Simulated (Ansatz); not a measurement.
Geometry optimisation, Ansatz 0.2.0, RKS PBE-D4/def2-SVP.

input.yaml

```yaml
crystal:
  periodic: [false, false, false]
  atoms:
    - { symbol: Hf, position_ang: [-0.541569, -0.203185, -0.519633] }
    - { symbol: F, position_ang: [0.052342, 0.897471, 2.392735] }
    - { symbol: O, position_ang: [1.235454, -0.821394, -0.205545] }
    - { symbol: H, position_ang: [2.169513, -0.929946, 0.016441] }
    - { symbol: F, position_ang: [-0.613883, 1.688394, -0.798151] }
    - { symbol: F, position_ang: [-1.065273, -0.965744, -2.190496] }
    - { symbol: Cl, position_ang: [-2.184835, -1.018583, 1.162157] }
    - { symbol: H, position_ang: [-0.683248, 0.400888, 2.682493] }
basis:
  gaussian: { orbitals: def2-SVP }
hamiltonian:
  xc: pbe
  dispersion: d4
relax:
  f_tol: 0.03
  max_steps: 50
```

Command:

```bash
$ ansatz run input.yaml --threads 4 --pin off --max-ram 5120MiB --backend cpu --events-out ev --progress --plain --runs-dir out
```

Task: Where does it end, and by what steps?

Result: It converged. The force dipped under the threshold on the way, but the program's further checks kept it going. After 12 steps the energy has fallen by 0.346 eV; H8 moved furthest, 0.49 Å. Joined: Hf1–F2 (3.17 → 2.38 Å).

| step | energy less start (eV) | largest force component (eV/Å) | accepted |
| --- | --- | --- | --- |
| 0 | 0.0000 | 0.921 | yes |
| 1 | -0.1165 | 0.620 | yes |
| 2 | -0.2540 | 0.403 | yes |
| 3 | -0.2664 | 0.989 | yes |
| 4 | -0.3324 | 0.183 | yes |
| 5 | -0.3323 | 0.379 | no |
| 6 | -0.3398 | 0.101 | yes |
| 7 | -0.3391 | 0.229 | no |
| 8 | -0.3424 | 0.075 | yes |
| 9 | -0.3438 | 0.084 | yes |
| 10 | -0.3454 | 0.021 | yes |
| 11 | -0.3368 | 0.765 | no |
| 12 | -0.3456 | 0.017 | yes |

```xyz
8
Properties=species:S:1:pos:R:3
Hf -0.437 -0.082 -0.223
F -0.169 0.831 1.956
O 1.335 -0.784 -0.085
H 2.263 -1.040 -0.156
F -0.500 1.774 -0.709
F -1.113 -0.872 -1.830
Cl -2.105 -1.047 1.323
H -0.907 0.268 2.263
```

Whether the end is a true minimum wasn't checked by a vibrational analysis.

Time of the run: 23 s on 4 threads of Arm Neoverse V1 (shared host), peak memory 0.17 GiB.
